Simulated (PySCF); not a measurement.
Si(OH)4 (H4O4Si), SMILES O[Si](O)(O)O.

Geometry optimised at B3LYP-D3(BJ)/def2-SVP. The isomer is the one that the SMILES or the coordinates give; other isomers of the formula were not compared. The values are those of a single conformer.

Computed with TDA-M06-2X/def2-SVPD in PySCF.

Vertical excitations; the highest root listed may be one member of a degenerate set. Gas-phase values at a fixed geometry. State labels are in the subgroup C2.

Computed UV-visible absorptions:
```json
[
 {"state": "S1", "symmetry": "B", "energy (eV)": "8.21", "λ (nm)": "151", "f": "0.014", "main pairs": "HOMO−1→LUMO, HOMO→LUMO (degenerate set)"},
 {"state": "S2", "symmetry": "B", "energy (eV)": "8.21", "λ (nm)": "151", "f": "0.014", "main pairs": "HOMO→LUMO, HOMO−1→LUMO (degenerate set)"},
 {"state": "S3", "symmetry": "A", "energy (eV)": "8.80", "λ (nm)": "141", "f": "0.000", "main pairs": "HOMO−3→LUMO 46 %, HOMO→LUMO+1 20 %, HOMO−1→LUMO+2 20 %"},
 {"state": "S4", "symmetry": "A", "energy (eV)": "8.89", "λ (nm)": "139", "f": "0.144", "main pairs": "HOMO−2→LUMO 53 %, HOMO−1→LUMO+2 14 %, HOMO→LUMO+1 14 %"},
 {"state": "S5", "symmetry": "A", "energy (eV)": "9.38", "λ (nm)": "132", "f": "0.004", "main pairs": "HOMO−2→LUMO 26 %, HOMO→LUMO+1 21 %, HOMO−1→LUMO+2 21 %, HOMO−7→LUMO 9 %"},
 {"state": "S6", "symmetry": "B", "energy (eV)": "9.50", "λ (nm)": "131", "f": "0.082", "main pairs": "HOMO−4→LUMO, HOMO−1→LUMO+3, HOMO−2→LUMO+1, HOMO−2→LUMO+2 (degenerate set)"},
 {"state": "S7", "symmetry": "B", "energy (eV)": "9.50", "λ (nm)": "131", "f": "0.082", "main pairs": "HOMO−5→LUMO, HOMO→LUMO+3, HOMO−2→LUMO+2, HOMO−2→LUMO+1 (degenerate set)"},
 {"state": "S8", "symmetry": "A", "energy (eV)": "9.53", "λ (nm)": "130", "f": "0.000", "main pairs": "HOMO−6→LUMO 45 %, HOMO→LUMO+2 11 %, HOMO−1→LUMO+1 11 %, HOMO−2→LUMO+3 7 %"},
 {"state": "S9", "symmetry": "A", "energy (eV)": "9.86", "λ (nm)": "126", "f": "0.000", "main pairs": "HOMO−3→LUMO 37 %, HOMO−1→LUMO+1 13 %, HOMO→LUMO+2 13 %, HOMO→LUMO+1 13 %"},
 {"state": "S10", "symmetry": "B", "energy (eV)": "10.00", "λ (nm)": "124", "f": "0.043", "main pairs": "HOMO−1→LUMO+3 38 %, HOMO−4→LUMO 32 %"},
 {"state": "T1", "symmetry": "B", "energy (eV)": "7.94", "λ (nm)": "156", "f": "0", "main pairs": "HOMO→LUMO, HOMO−1→LUMO (degenerate set)"},
 {"state": "T2", "symmetry": "B", "energy (eV)": "7.94", "λ (nm)": "156", "f": "0", "main pairs": "HOMO−1→LUMO, HOMO→LUMO (degenerate set)"},
 {"state": "T3", "symmetry": "A", "energy (eV)": "8.48", "λ (nm)": "146", "f": "0", "main pairs": "HOMO−3→LUMO 43 %, HOMO→LUMO+1 19 %, HOMO−1→LUMO+2 19 %"},
 {"state": "T4", "symmetry": "A", "energy (eV)": "8.50", "λ (nm)": "146", "f": "0", "main pairs": "HOMO−2→LUMO 47 %, HOMO−1→LUMO+2 14 %, HOMO→LUMO+1 14 %"}
]
```
Triplets are in the Tamm–Dancoff approximation.
